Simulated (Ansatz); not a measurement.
CH₇BSi₂ (`B1C[SiH2][SiH2]1`). The species carries charge 0 and has multiplicity 1.

Z-matrix (Å, degrees):
```
Si
C 1 1.942
B 1 2.220 2 42.7
Si 1 2.406 2 85.1 3 29.9
H 1 1.482 2 108.1 3 136.7
H 1 1.480 2 116.6 3 -95.8
H 2 1.091 1 103.1 3 -118.6
H 2 1.087 1 118.1 3 117.2
H 3 1.203 1 107.8 2 -112.6
H 4 1.486 1 103.9 2 95.9
H 4 1.481 1 122.4 2 -135.9
```

(1) What are the harmonic wavenumbers in cm⁻¹ at PBE0-D4/def2-TZVP (Ansatz, finite differences of forces, unscaled)? (Estimate.)

(2) Is this a minimum?

(3) Give the ideal-gas thermochemistry at 298.15 K and 1 bar (rigid rotor, harmonic oscillator; point group C1, symmetry number 1).

(4) And at 400, 500, 600, 800 and 1000 K?

Results:

(1) Ansatz gave: 153, 267, 369, 394, 488, 533, 544, 560, 607, 619, 663, 781, 824, 910, 915, 932, 946, 1044, 1140, 1435, 2225, 2237, 2257, 2263, 2567, 3103, 3184.

(2) Yes, all 27 modes are real.

(3) Zero-point energy 191.2 kJ/mol; H(298) − E = 210.0 kJ/mol; entropy 318.2 J/(mol·K), of which translation 164.4, rotation 108.0, vibration 45.8; G(298) − E = 115.2 kJ/mol.

(4) 
```
T (K)  H − E (kJ/mol)  S (J/mol/K)  G − E (kJ/mol)
  400           222.5        354.1            80.9
  500           237.0        386.3            43.9
  600           253.1        415.6             3.8
  800           289.1        467.2           -84.7
 1000           328.8        511.4          -182.6
```
